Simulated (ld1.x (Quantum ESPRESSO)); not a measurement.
**Before and after: TM potential for bismuth**

| Property | Result |
| --- | --- |
| Element | Bi (Z = 83) |
| Generator | ld1.x (Quantum ESPRESSO) 7.5 |
| Type | norm-conserving Troullier–Martins (Kleinman–Bylander form) |
| Functional | PBE |
| Relativity | scalar-relativistic |
| Frozen core | [Xe] 4f14 |
| Valence charge | 15 |
| Reference configuration | 5d10 6s2 6p3 |
| Partial waves | 6p (bound): rc 2.45 bohr; 5d (bound): rc 1.80 bohr; 6s (bound): rc 1.85 bohr |
| Local potential | the s channel |
| Core correction | Bessel-smoothed model core inside 0.85 bohr |

All-electron outer shells of the reference configuration (PBE, scalar-relativistic, ld1.x):

```tsv
shell	level (eV)	outermost node (bohr)	outermost maximum (bohr)
4f	-152.59	–	0.34
5p	-95.86	0.48	0.86
5d	-27.08	0.51	1.03
6s	-14.48	0.98	1.88
6p	-4.57	1.14	2.44
```

Change: all radii but the core radius scaled by about 0.85 (s 1.58, p 2.08, d 1.52 bohr).

Cutoffs: the cutoffs (Ry, on a coarse ladder) from which the occupation-weighted sum of valence levels, in a spherical-Bessel basis at the reference potential, stays within 10 and 1 mRy of its value at 400 Ry; they do not see the model core or the augmentation charge, which bear on the density cutoff. Errors are all-electron minus pseudo energies relative to the spin-unpolarised reference configuration.

Q: How do hardness, ghosts and transferability respond?

A: The potential gets harder (55 Ry and 90 Ry → 60 Ry and 110 Ry); of the 7 tests that both files solve, the error grows in 0 and shrinks in 2 by more than 15 % and 0.3 meV (median size 11.7 → 11.1 meV); neither file shows a bound ghost. A smaller radius makes the pseudo-wave follow the all-electron one further in, where it bends more sharply, so more plane waves are needed.

| quantity | base | changed |
| --- | --- | --- |
| cutoff, loose | 55 Ry | 60 Ry |
| cutoff, tight | 90 Ry | 110 Ry |
| loose cutoff by channel (10 mRy a level) | p 8 Ry, d 50 Ry, s 21 Ry | p 8 Ry, d 50 Ry, s 30 Ry |
| bound ghosts | none | none |
| error for 5d10 6s2 6p2, meV [ΔE 7.91 eV] | -3.2 | -3.0 |
| error for 5d10 6s2 6p1, meV [ΔE 23.16 eV] | -12 | -11 |
| error for 5d10 6s2 6p0, meV [ΔE 46.50 eV] | -37 | -35 |
| error for 5d10 6s2 6p3.3, meV [ΔE -1.09 eV] | +0.6 | +0.6 |
| error for 5d10 6s1 6p4, meV [ΔE 10.08 eV] | -7.3 | -6.0 |
| error for 5d10 6s0 6p5, meV [ΔE 20.50 eV] | -25 | -22 |
| error for 5d10 6s1 6p0, meV [ΔE 91.91 eV] | -71 | -56 |
